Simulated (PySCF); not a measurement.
# Excitation energy of Zn by level of theory

Zn [Ar] 3d10 4s2 (1S) → Zn [Ar] 3d10 4s1 4p1, s spin flipped, as a difference of total energies. Computed with PySCF 2.14 in aug-cc-pVDZ-PP with ECP10MDF (5s5p4d2f, 54 functions), with scalar relativity through the core potential. Correlated levels: valence: 3s2 3p6 frozen. The calculations carry no spin-orbit coupling.

| method | excitation energy (cm⁻¹) |
| --- | --- |
| UHF | 33498 |
| LDA | 40884 |
| PBE | 38927 |
| PBE0 | 37930 |
| r2SCAN | 38326 |
| BHandHLYP | 38096 |
| LC-wPBE | 38651 |
| PBEsol | 39203 |
| wB97M-V | 39647 |
| MP2 (valence) | 39045 |
| SCS-MP2 (valence) | 38906 |

The upper determinant mixes two multiplicities, so it lies between the two terms.
